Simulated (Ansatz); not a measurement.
Mulliken charges of `[SiH3][O][In]([SH])[Br]` from ωB97M-V/def2-TZVPP in Ansatz (PBE0-D4/def2-TZVP geometry).

```json
{"atom": "Si1", "x (Å)": "-1.666", "y (Å)": "-0.532", "z (Å)": "0.510", "charge (e)": "0.325"}
{"atom": "O2", "x (Å)": "-0.405", "y (Å)": "-0.039", "z (Å)": "-0.407", "charge (e)": "-0.563"}
{"atom": "In3", "x (Å)": "1.478", "y (Å)": "0.412", "z (Å)": "-0.071", "charge (e)": "0.823"}
{"atom": "S4", "x (Å)": "2.801", "y (Å)": "1.059", "z (Å)": "-1.904", "charge (e)": "-0.294"}
{"atom": "Br5", "x (Å)": "2.246", "y (Å)": "0.248", "z (Å)": "2.245", "charge (e)": "-0.292"}
{"atom": "H6", "x (Å)": "-1.405", "y (Å)": "-1.868", "z (Å)": "1.117", "charge (e)": "-0.049"}
{"atom": "H7", "x (Å)": "-1.942", "y (Å)": "0.428", "z (Å)": "1.616", "charge (e)": "-0.048"}
{"atom": "H8", "x (Å)": "-2.869", "y (Å)": "-0.625", "z (Å)": "-0.357", "charge (e)": "-0.045"}
{"atom": "H9", "x (Å)": "1.763", "y (Å)": "0.916", "z (Å)": "-2.749", "charge (e)": "0.143"}
```

**Question.** By hand: the dipole of these point charges (1 e Å = 4.8032 D).

**Answer.** Σ q r = (-0.033, 0.034, -0.269) e Å, of length 0.273 e Å = 1.31 D.

**Question.** How does the dipole of the full density compare? (Best estimate.)

**Answer.** Computed: (0.082, 0.065, -0.263) e Å, 1.36 D; the point charges give 0.96 times that, at 25° from its direction.

Point charges leave out the atoms' own dipoles, such as those of lone pairs, and Mulliken's split depends on the basis, so the two needn't agree.
